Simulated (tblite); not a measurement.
Compound: C2H11GeNOSi2.
Cartesian coordinates in Å at the GFN2-xTB level; atoms count from 1:
```xyz
18
C2H11GeNOSi2 angstrom
Ge     2.9136   -0.6210   -0.5759
O      1.5055   -0.7612    0.4334
C      0.3862    0.1201    0.4671
C     -0.2305    0.3495   -0.9117
Si    -2.0234    0.9304   -0.6905
N     -2.2913    0.1656    0.8444
Si    -0.9462   -0.5989    1.6305
H      3.6357    0.6791   -0.3248
H      2.5753   -0.7168   -2.0399
H      3.6924   -1.8026   -0.1119
H      0.7203    1.0916    0.8572
H      0.3896    1.0373   -1.4945
H     -0.2235   -0.6061   -1.4412
H     -2.9330    0.3999   -1.7102
H     -2.1507    2.3892   -0.5838
H     -3.2091    0.1346    1.2525
H     -0.8170   -0.1246    3.0100
H     -1.0025   -2.0597    1.5577
```

Computed values, GFN2-xTB/tblite, gas phase, harmonic and unscaled. The method is semi-empirical: single wavenumbers can be off by several per cent or more. Modes of hydrogen on germanium and silicon can be 10 to 20 % off. One conformer, not necessarily the lowest.

Harmonic wavenumbers (cm⁻¹): 49.5, 74.5, 108.3, 112.2, 151.1, 196.4, 333.4, 353.6, 378.7, 418.2, 477.6, 506.6, 520.6, 533.4, 557.9, 571.5, 604.5, 638.8, 645.9, 692.3, 753.8, 776.8, 787.6, 796.2, 803.1, 814.5, 834.2, 837.5, 917.3, 1023.5, 1062.7, 1084.3, 1143.5, 1221.3, 1263.6, 1306.3, 1480.2, 1899.8, 1958.2, 2082.9, 2206.4, 2235.1, 2236.7, 2259.0, 2844.5, 2924.0, 2960.0, 3501.2.

A = 2763, B = 540.3, C = 464.6 MHz; mass 194.959 u (most abundant isotopes); point group C1, symmetry number 1.

Question: Zero-point energy?

Answer: Half the sum of the wavenumbers: 25970 cm⁻¹ = 74.25 kcal/mol.

Question: Give the ideal-gas entropy at 273.15 K and 1 bar in the rigid-rotor, harmonic-oscillator model (classical rotation).

Answer: Translation 41.30, rotation 30.26, vibration 28.81: S = 100.4 cal/(mol K).

Question: And Cp and H(273.15 K) − H(0)?

Answer: Cp = 41.07 cal/(mol K), of which vibrations give 33.12 (their classical limit is 48 R = 95.4); H(273.15 K) − H(0) = 6.47 kcal/mol without the zero-point energy, 4.30 from vibrations.

Question: How do the functions run with temperature in this model?

Answer: 
| T (K) | S (cal/(mol K)) | Cp (cal/(mol K)) | H − H(0) (kcal/mol) | G − H(0) (kcal/mol) | ln q(vib) |
| --- | --- | --- | --- | --- | --- |
| 150 | 81.1 | 24.8 | 2.41 | -9.75 | 3.10 |
| 250 | 96.9 | 38.2 | 5.56 | -18.66 | 5.90 |
| 298.15 | 104.1 | 44.1 | 7.54 | -23.50 | 7.30 |
| 400 | 118.6 | 54.4 | 12.58 | -34.85 | 10.30 |
| 600 | 143.5 | 68.3 | 24.96 | -61.12 | 16.11 |
| 900 | 173.7 | 80.7 | 47.48 | -108.89 | 24.10 |

q(vib) and H(0) count from the zero-point level.

Question: What must be added to the electronic energy to get the Gibbs energy at 273.15 K and 1 bar?

Answer: ZPE + [H(273.15 K) − H(0)] − T·S = 74.25 + 6.47 − 27.42 = 53.30 kcal/mol.

Question: Which modes carry the vibrational entropy at 273.15 K?

Answer: 49.5 cm⁻¹: 4.66; 74.5 cm⁻¹: 3.86; 108.3 cm⁻¹: 3.13; 112.2 cm⁻¹: 3.06; 151.1 cm⁻¹: 2.49; 196.4 cm⁻¹: 2.01 cal/(mol K); the other 42 give 9.60 together.

Hindered rotation and anharmonicity are outside this model. Other conformers, if any are populated, would add a mixing term that is left out. The structure is chiral; the term R ln 2 for an equal mix with its mirror image is left out.

Hardware: one thread of an Arm Neoverse V1, shared host. Cost: 0.82 s wall. This covers the Hessian and the dipole derivatives.
